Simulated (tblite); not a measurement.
Species: 2-chloro-4(1H)-pyridinone, C5H4ClNO.
Cartesian coordinates in Å at the GFN2-xTB level; atoms count from 1:
```xyz
12
C5H4ClNO angstrom
O     -0.9203   -2.1078    0.0022
C     -0.3864   -0.8712   -0.0002
C     -1.1613    0.2884   -0.0435
C     -0.5139    1.5092   -0.0448
N      0.8007    1.6403   -0.0051
C      1.5223    0.5389    0.0385
Cl     3.2250    0.7569    0.0940
C      1.0001   -0.7439    0.0419
H     -1.8847   -2.0620   -0.0295
H     -2.2393    0.2319   -0.0751
H     -1.0689    2.4359   -0.0800
H      1.6279   -1.6174    0.0756
```

Calculated harmonic vibrations of the isolated species, GFN2-xTB (tblite), most abundant isotopes, no scaling. Against measured fundamentals such values can be off by several per cent, at times by over 20. One conformer, not necessarily the lowest.

Harmonic wavenumbers (cm⁻¹): 161.1, 214.2, 236.6, 398.9, 408.8, 413.8, 463.5, 501.4, 578.2, 684.2, 696.8, 809.4, 864.9, 907.1, 908.7, 1005.0, 1077.1, 1131.6, 1140.6, 1225.5, 1282.6, 1315.5, 1378.5, 1459.7, 1562.2, 1575.9, 3073.6, 3085.1, 3132.0, 3500.0.

A = 3685, B = 1226, C = 920.2 MHz; mass 128.998 u (most abundant isotopes); point group Cs, symmetry number 1.

Zero-point energy?

½Σν̃ = 17596 cm⁻¹ = 210.50 kJ/mol.

Entropy at 298.15 K, 1 bar (ideal gas, RRHO, classical rotation)?

Translation 169.47, rotation 120.24, vibration 53.39: S = 343.1 J/(mol K).

And Cp and H(298.15 K) − H(0)?

Cp = 114.22 J/(mol K), of which vibrations give 80.96 (their classical limit is 30 R = 249.4); H(298.15 K) − H(0) = 20.06 kJ/mol without the zero-point energy, 10.15 from vibrations.

What must be added to the electronic energy to get the Gibbs energy at 298.15 K and 1 bar?

ZPE + [H(298.15 K) − H(0)] − T·S = 210.50 + 20.06 − 102.29 = 128.27 kJ/mol.

Which modes carry the vibrational entropy at 298.15 K?

161.1 cm⁻¹: 10.61; 214.2 cm⁻¹: 8.40; 236.6 cm⁻¹: 7.65; 398.9 cm⁻¹: 4.04; 408.8 cm⁻¹: 3.89; 413.8 cm⁻¹: 3.82 J/(mol K); the other 24 give 14.96 together.

Hindered rotation and anharmonicity are outside this model. Other conformers, if any are populated, would add a mixing term that is left out.
